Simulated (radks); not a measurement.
The mercury ion Hg+ inside a hard spherical wall (all orbitals vanish at R), configuration held at [Xe] 4f14 5d10 6s1 and not refilled when levels cross. Method: scalar-relativistic Kohn-Sham, PBE, spin-polarised, spherical densities, point nucleus; open shells are filled with parallel spins first (spin-orbit coupling, left out, can overturn this in heavy ions); computed with a radial shooting solver on a logarithmic mesh with Libxc functionals. Eigenvalues in eV for spin up, with the zero of energy where the potential of the charges vanishes at infinity; a dash marks a level that is unbound or too diffuse for the functional's potential to be trusted. A positive occupied level is held by the wall or, in an anion where self-interaction has pushed it up, behind a barrier. The pressure on the wall is -dE/dV.

R (bohr)  E (hartree)  kinetic (hartree)    e(4f)    e(5p)    e(5d)    e(6s)  e(6p, empty)  e(7s, empty)  pressure (GPa)
free      -19622.3267          22034.252  -104.92  -75.630  -18.982  -15.095        -7.770             -               0
20        -19622.3267          22034.252  -104.92  -75.630  -18.982  -15.095        -7.770             -        < 0.0001
15        -19622.3267          22034.252  -104.92  -75.630  -18.982  -15.095        -7.770             -        < 0.0001
12        -19622.3267          22034.252  -104.92  -75.630  -18.982  -15.095        -7.770        -3.559        < 0.0001
8         -19622.3266          22034.254  -104.91  -75.623  -18.975  -15.088        -7.692        -2.044         0.00782
6         -19622.3223          22034.298  -104.76  -75.476  -18.841  -14.910        -7.006         3.070           0.509
4         -19622.1678          22035.301  -102.18  -73.121  -16.680  -11.482        -0.396        30.083            43.0
3.5       -19621.9176          22036.660  -99.368  -70.678  -14.335   -7.418         6.010        50.503             151
2         -19611.2826          22081.937  -53.013  -32.768   30.517   87.987        128.12        331.08           17000
